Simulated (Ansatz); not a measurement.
**Interaction energy ladder**

The pair of Br⁻ (SMILES [Br-], atom 1) and CH$_{3}$Cl (SMILES CCl, atoms 2–6), both closed shells, in one local arrangement (a lower one may exist), relaxed at PBE0-D4/def2-TZVPD:

```json
{"atom": "Br1", "x (Å)": "-0.0864", "y (Å)": "0.7634", "z (Å)": "-2.7956"}
{"atom": "C2", "x (Å)": "0.0127", "y (Å)": "-0.1121", "z (Å)": "0.4106"}
{"atom": "Cl3", "x (Å)": "0.0669", "y (Å)": "-0.5886", "z (Å)": "2.1554"}
{"atom": "H4", "x (Å)": "0.9696", "y (Å)": "0.3192", "z (Å)": "0.1394"}
{"atom": "H5", "x (Å)": "-0.7796", "y (Å)": "0.6152", "z (Å)": "0.2746"}
{"atom": "H6", "x (Å)": "-0.1831", "y (Å)": "-0.9970", "z (Å)": "-0.1843"}
```

Ansatz 0.2.0; basis: def2-TZVPPD, with def2-QZVPPD for the basis limit; cores frozen in the correlated methods. Filled d shells of the heavier atoms are correlated. The def2 sets are not built for correlating such inner shells, so the correlated values are less sure here. B3LYP uses VWN-RPA correlation. Extrapolation: Hartree–Fock as exp(−7.88 √X), correlation as X^−2.97. Interaction energies count from these two fragments, frozen as in the pair, with the counterpoise correction; negative means bound.

Task: What is the interaction energy by CCSD(T) at an estimated basis limit (MP2 extrapolated from triple and quadruple zeta, plus CCSD(T) − MP2 in triple zeta)? (To be estimated.)

Result: The calculation gives: -41.6 kJ/mol. Hartree–Fock alone gives -30.4 kJ/mol at the basis limit. It counts from the two fragments frozen as in the pair.

The same quantity by other methods in triple zeta, and each one's difference from that estimate:
```
   method  E_int (kJ/mol)  difference
   PBE-D4           -43.3        -1.7
revPBE-D4           -41.2         0.4
  BLYP-D4           -40.1         1.5
r2SCAN-D4           -43.0        -1.4
   B97M-V           -42.4        -0.8
  PBE0-D4           -42.2        -0.6
 B3LYP-D4           -40.4         1.2
 HSE06-D4           -42.3        -0.7
  wB97X-V           -40.7         0.9
  wB97M-V           -40.9         0.7
   B2PLYP           -36.4         5.2
       HF           -30.4        11.2
      MP2           -39.3         2.3
     CCSD           -36.6         5.0
  CCSD(T)           -38.0         3.6
```
Differences are method less estimate.

Basis-set superposition shift (counterpoise-corrected less uncorrected): CCSD(T) 4.6; MP2 4.4; HF 0.4; PBE0-D4 0.5; wB97M-V 0.4 kJ/mol.

The T1 diagnostic stays at or below 0.009.

For scale, one of the runs: CCSD(T)/def2-TZVPPD, 196 basis functions, launched by `ansatz run in.yaml --threads 4 --pin off --events-out ev --progress --plain --max-ram 9574MiB`. Hardware: 4 CPU threads of an AMD EPYC 9R45, shared host. Wall time 17 s; peak host memory 2.3 GiB.
